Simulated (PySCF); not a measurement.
BH6NO2Si, SMILES OB(O)N[SiH3].

Geometry: TPSSh-D3(BJ)/def2-SVP. This is a generated structure with no PubChem entry under its InChIKey; it may be hypothetical. The values are those of a single conformer.

Two levels are set side by side: PBE/def2-TZVP (PySCF) and r2SCAN/def2-TZVP (PySCF). Same geometry, gas phase. Differences are taken from unrounded values.

```tsv
quantity	PBE
orbital gap (eV)	5.59
highest occupied level (eV)	-6.28
lowest empty level (eV)	-0.69
dipole moment (D)	2.15
mean polarisability (bohr³)	56.7
```

Problem. These are the PBE values. What does r2SCAN give? (An estimate is asked for; the answer gives what the named calculation found.)

Solution. 
```
quantity                     r2SCAN  PBE minus r2SCAN
---------------------------  ------  ----------------
orbital gap (eV)               6.51             -0.92
highest occupied level (eV)   -6.60              0.32
lowest empty level (eV)       -0.09             -0.61
dipole moment (D)              2.20             -0.05
mean polarisability (bohr³)    54.7               2.0
```

Rough cost on one machine, each run with all the roots and properties that it gave: r2SCAN against PBE about 4 times.
